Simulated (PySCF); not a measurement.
C2Hf, SMILES [C]1[C][Hf]1 (connectivity only; charge and spin as stated), neutral, multiplicity 1.

Geometry optimised at PBE0-D3(BJ)/def2-TZVP. A frequency run showed that this geometry is not a minimum. The spin state was assumed, not searched. The def2 effective core potentials stand for the cores of Hf; spin–orbit coupling is left out.

Two levels are set side by side: PBE/def2-TZVPD (PySCF) and PBE0/def2-TZVPD (PySCF). Same geometry, gas phase. Differences are taken from unrounded values.

```
quantity                      PBE0
---------------------------  -----
orbital gap (eV)              2.30
highest occupied level (eV)  -5.53
lowest empty level (eV)      -3.22
dipole moment (D)             3.79
mean polarisability (bohr³)  106.5
```

### Question
What does PBE give, and how far is it from PBE0? (An estimate is asked for; the answer gives what the named calculation found.)

### Answer

```
quantity                       PBE  PBE minus PBE0
---------------------------  -----  --------------
orbital gap (eV)              0.50           -1.81
highest occupied level (eV)  -4.63            0.89
lowest empty level (eV)      -4.14           -0.92
dipole moment (D)             3.31           -0.48
mean polarisability (bohr³)  106.3            -0.2
```

Without exact exchange PBE keeps part of each electron's self-repulsion, which lifts occupied levels and narrows the gap. Differences between two approximate levels are no errors against the true value.

Rough cost on one machine, each run with all the roots and properties that it gave: PBE0 against PBE within a factor of 2.
